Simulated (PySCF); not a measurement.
Compound: C5H8O3Si.
Z-matrix (Å and degrees, GFN2-xTB geometry), rows numbered from 1:
```
C 
O   1  1.3902
Si  2  1.6102  1  126.61
O   3  1.6168  2   98.19  1  -179.79
C   4  1.3369  3  128.68  2   178.09
C   5  1.4240  4  124.94  3   171.82
C   6  1.3593  5  105.55  4   179.77
O   7  1.3407  6  111.04  5    -0.01
C   8  1.3488  7  107.20  6     0.05
H   1  1.0904  2  108.18  3   172.76
H   1  1.0923  2  111.05  3    52.85
H   1  1.0928  2  110.77  3   -67.53
H   3  1.4651  2  111.96  1   -61.41
H   3  1.4650  2  112.86  1    62.94
H   6  1.0696  5  126.46  4    -0.41
H   7  1.0717  6  131.78  5   179.94
H   9  1.0698  5  131.47  4     0.12
```

NICS = −σ at a ghost point: NICS(0) at the centroid of the ring atoms, NICS(1) 1 Å to either side along the normal of their mean plane, zz for the tensor component along that normal. Level: GIAO PBE0/pcSseg-1 (PySCF, non-relativistic, gas phase) on the GFN2-xTB geometry, one conformer.

Ring bond lengths (Å), with Mayer bond orders in brackets: C5–C6 1.424 (1.28), C6–C7 1.359 (1.60), C7–O8 1.341 (1.09), O8–C9 1.349 (1.05), C9–C5 1.365 (1.56).

Task: Give the NICS values of each ring in ppm.

Result: 
```json
{"ring": "C5–C6–C7–O8–C9", "type": "5-membered ring with O; formal bonds all aromatic", "NICS(0)": "-13.2", "NICS(1), two faces": "-9.9 / -9.9", "NICS(1)zz, two faces": "-24.8 / -24.8", "rms pucker (Å)": "0.00", "centre to ring atoms, mean (Å)": "1.16"}
```

Task: What do they say, and how far can they be read as aromaticity?

Result: 
- C5–C6–C7–O8–C9: mean NICS(1)zz -24.8 ppm, shielded. The ring is flat and has no four-coordinate atom; by the NICS criterion it is aromatic.

Task: What does the geometric index give? HOMA takes Krygowski's 1993 parameters.

Result: 
- C5–C6–C7–O8–C9: HOMA 0.46; the largest term is that of O8–C9, α(R − Ropt)² = 1.10.

Task: What is the mean of the two in-plane components of NICS at the second NICS(1) probe listed for ring C5–C6–C7–O8–C9, 1 Å off the ring?

Result: The isotropic value is a third of the trace: (3 × -9.9 − (-24.8))/2 = -2.5 ppm.

Task: Give the inner angles of the rings and the Hirshfeld charges of the ring atoms.

Result: 
- C5–C6–C7–O8–C9: C5 106.0° (+0.044 e), C6 105.6° (-0.101 e), C7 111.0° (+0.008 e), O8 107.2° (-0.067 e), C9 110.2° (-0.035 e); sum 540.0° against 540° for a flat convex ring.
